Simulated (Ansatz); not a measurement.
Two isomers of CH6N2OSi: A = `NC1(O)N[SiH2]1`, B = `NC1(N)O[SiH2]1`.

Gas-phase electronic energies from Ansatz, PBE0-D4/def2-TZVP geometries. CCSD(T)/CBS adds triple-zeta CCSD(T) − MP2 to the extrapolated MP2 energy (def2 sets, frozen cores). DFT in def2-TZVPP. B3LYP here is the variant with VWN-RPA as its local correlation; programs differ in this. One conformer a species, not always the lowest.

Which is lower in electronic energy at CCSD(T)/CBS, and by how much? (An estimate is asked.)

Computed: B, by 11.1 kcal/mol.

Give E(B) − E(A) in kcal/mol with r2SCAN-D4, CCSD/def2-TZVPP, MP2/def2-TZVPP, B3LYP-D4, PBE0-D4, B3LYP, PBE-D4. (Best estimate.)

Ansatz gave: r2SCAN-D4 -11.2, CCSD/def2-TZVPP -11.0, MP2/def2-TZVPP -11.4, B3LYP-D4 -11.3, PBE0-D4 -9.9, B3LYP -11.4, PBE-D4 -10.3. None reverses the order clearly.

Largest T1 diagnostic: 0.013.
